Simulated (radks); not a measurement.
Task: The mean radii <r> (bohr) of the occupied orbitals of an atom or ion are listed with their occupations. Calculated with a radial shooting solver on a logarithmic mesh with Libxc functionals: Dirac Kohn-Sham, PBE, spin-unpolarised, spherical densities, point nucleus.

| orbital | occ. | <r> |
|---|---|---|
| 1s1/2 | 2 | 0.06355 |
| 2s1/2 | 2 | 0.2929 |
| 2p1/2 | 2 | 0.2579 |
| 2p3/2 | 4 | 0.2607 |
| 3s1/2 | 2 | 0.9033 |
| 3p1/2 | 2 | 0.9621 |
| 3p3/2 | 4 | 0.9712 |
| 3d3/2 | 4 | 1.414 |
| 3d5/2 | 1 | 1.421 |

Name the element and its charge. Open shells, if any, fill j = l - 1/2 first.

Result: Z = 24, chromium, charge +1: Cr+ in [Ar] 3d5. The 1s radius gives Z: for a bare nucleus <r> = (2 gamma + 1)/(2Z) with gamma = sqrt(1 - (Z/c)^2), 0.06186 bohr for Z = 24, and screening makes it slightly larger (0.06355 here). The occupations add up to 23, and the charge is Z minus that.
